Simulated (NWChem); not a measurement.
# C3H2FNS; SMILES Fc1cscn1

```xyz
8

F     -0.2528     2.2770     0.0000
C     -0.0665     0.9739     0.0000
C     -1.0819     0.0559     0.0000
S     -0.3882    -1.5138     0.0000
C      1.1806    -0.7968     0.0000
N      1.1956     0.5022     0.0000
H     -2.1546     0.2330     0.0000
H      2.0785    -1.4186     0.0000
```
Atoms are numbered in this order, from 1.

Results from NWChem. Medium grid unless said otherwise, to which SCAN and Minnesota functionals are sensitive. Coordinates come from a PBE0/def2-SVP optimisation.

For level r2SCAN0/def2-SVP:

| Quantity | Value |
|---|---|
| highest occupied level (eV) | -7.47 |
| orbital gap (eV) | 6.43 |
| dipole (D) | 2.49 |

**Question.** Estimate the same quantities for level M06-L/def2-SVP.

**Answer.** 
| Property | Value |
|---|---|
| highest occupied level (eV) | -6.40 |
| orbital gap (eV) | 4.54 |
| dipole (D) | 2.24 |
